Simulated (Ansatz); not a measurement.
One arrangement of a pair

The pair of HF (SMILES F, atoms 1–2) and HBr (SMILES Br, atoms 3–4), both closed shells, in one local arrangement (a lower one may exist), relaxed at PBE0-D4/def2-TZVP:

F1  (-0.456, 0.260, -1.197)
H2  (0.137, -0.168, -1.759)
Br3  (0.414, -0.192, 2.128)
H4  (-0.094, 0.100, 0.828)
(Å)

Computed with Ansatz 0.2.0 (basis: def2-TZVPPD, with def2-QZVPPD for the basis limit); correlated methods freeze the cores. Filled d shells of the heavier atoms are correlated. The def2 sets are not built for correlating such inner shells, so the correlated values are less sure here. B3LYP uses VWN-RPA correlation. Extrapolation: Hartree–Fock as exp(−7.88 √X), correlation as X^−2.97. Interaction energies count from these two fragments, frozen as in the pair, with the counterpoise correction; negative means bound.

(1) What is the interaction energy by CCSD(T) at an estimated basis limit (MP2 extrapolated from triple and quadruple zeta, plus CCSD(T) − MP2 in triple zeta)? (To be estimated.)

(2) Which atoms make the shortest contact between the fragments?

T1 diagnostic: at most 0.011.

Answers

(1) The calculation gives: -9.5 kJ/mol. Hartree–Fock alone gives -4.3 kJ/mol at the basis limit. It counts from the two fragments frozen as in the pair.

The same quantity by other methods in triple zeta, and each one's difference from that estimate:
| method | E_int (kJ/mol) | difference |
| --- | --- | --- |
| PBE-D4 | -10.8 | -1.3 |
| revPBE-D4 | -7.7 | 1.8 |
| BLYP-D4 | -8.6 | 0.9 |
| r2SCAN-D4 | -10.7 | -1.2 |
| B97M-V | -10.3 | -0.8 |
| PBE0-D4 | -10.3 | -0.8 |
| B3LYP-D4 | -9.5 | 0.1 |
| HSE06-D4 | -10.4 | -0.9 |
| wB97X-V | -9.6 | 0.0 |
| wB97M-V | -9.4 | 0.1 |
| B2PLYP | -8.1 | 1.4 |
| HF | -4.4 | 5.1 |
| MP2 | -8.6 | 0.9 |
| CCSD | -7.1 | 2.4 |
| CCSD(T) | -7.8 | 1.7 |
Differences are method less estimate.

(2) F1 and H4, 2.06 Å apart.

Basis-set superposition shift (counterpoise-corrected less uncorrected): CCSD(T) 2.4; MP2 2.3; HF 0.3; PBE0-D4 0.4; wB97M-V 0.3 kJ/mol.

For scale, one of the runs: CCSD(T)/def2-TZVPPD, 131 basis functions, launched by `ansatz run in.yaml --threads 2 --pin off --events-out ev --progress --plain --max-ram 5222MiB`. Time: 15 s of wall clock on 2 CPU threads; the host was shared. Peak host memory: 0.68 GiB.
